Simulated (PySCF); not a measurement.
# Broadened absorption spectrum of C2H6BClO

Compound: C2H6BClO.
Geometry (PBE0-D3(BJ)/def2-SVP, Å), atoms numbered from 1 in this order:
```
atom  x, y, z in Å
C1    -0.7625    2.7314    0.7012
O2    -1.5349    3.9019    0.7600
B3    -2.8740    3.9343    0.8526
C4    -3.8208    2.6830    0.9204
Cl5   -3.5705    5.5671    0.9413
H6    -0.4669    2.5275   -0.3404
H7     0.1508    2.8863    1.2938
H8    -1.2939    1.8519    1.0970
H9    -3.9013    2.3515    1.9711
H10   -4.8381    2.9280    0.5866
H11   -3.4530    1.8243    0.3385
```

Computed with PySCF 2.14.0, density-fitted response routines, TDDFT PBE0/def2-SVPD, vertical, gas phase, core orbitals frozen in the response.

Computed states:

```tsv
state	E (eV)	f
S1	6.99	0.0012
S2	7.51	0.0025
S3	7.73	0.173
S4	7.81	0.044
S5	7.95	0.049
S6	8.33	0.0091
S7	8.74	0.016
S8	8.76	0.0090
S9	8.80	0.097
S10	9.05	0.0093
```

Broadening: Gaussians 0.25 eV wide at half height, area fixed by f = 4.319×10⁻⁹ ∫ε dν̃. The width is an assumption, not a result. The curve ends short of the highest state used, and states not computed would add to its high-energy end.

Problem. Give the broadened spectrum and its maxima.

Solution. 
| λ (nm) | ε (L mol⁻¹ cm⁻¹) |
| --- | --- |
| 146.7 | 578 |
| 147.8 | 832 |
| 149.0 | 988 |
| 150.1 | 879 |
| 151.3 | 822 |
| 152.5 | 1458 |
| 153.6 | 3051 |
| 154.8 | 5841 |
| 156.0 | 9523 |
| 157.1 | 13846 |
| 158.3 | 19275 |
| 159.5 | 23105 |
| 160.6 | 22607 |
| 161.8 | 17467 |
| 163.0 | 10528 |
| 164.1 | 5392 |
| 165.3 | 2160 |
| 166.5 | 770 |
| 167.6 | 295 |
| 168.8 | 106 |
| 170.0 | 39 |
| 171.1 | 19 |
| 172.3 | 23 |
| 173.4 | 42 |
| 174.6 | 74 |
| 175.8 | 107 |
| 176.9 | 125 |
| 178.1 | 123 |
| 179.3 | 99 |
| 180.4 | 69 |
| 181.6 | 39 |
| 182.8 | 19 |
| 183.9 | 8 |
| 185.1 | 3 |
| 186.3 | 1 |
| 187.4 | 0 |

Maxima: 177 nm (6.99 eV), ε about 130, made up of S1 (100%); 160 nm (7.75 eV), ε about 23000, made up of S3 (78%) and S4 (18%); 149 nm (8.32 eV), ε about 990, made up of S6 (99%) (ε in L mol⁻¹ cm⁻¹; maxima over ε = 5, shares over 10%).

Problem. Coming from long wavelengths, where does ε first pass 100 L mol⁻¹ cm⁻¹?

Solution. At about 179 nm (6.92 eV), 0.07 eV below S1.

Problem. What would ε be at 7.75 eV, the highest of these maxima, with half the width (0.125 eV)?

Solution. About 40300 L mol⁻¹ cm⁻¹ against 23500, a factor of about 1.7; a lone state at its own centre would give exactly 2.

Problem. Does any computed singlet lie in the visible range?

Solution. No computed singlet lies in the visible range (380 to 750 nm); the lowest, at 177 nm, stands 3.73 eV above its violet end (3.26 eV).

All these states lie below the vertical ionisation energy of 10.93 eV (ΔSCF).

Time: 97 s wall. Hardware: one thread, Arm Neoverse V2, on a shared host.

One conformer stands for the species.
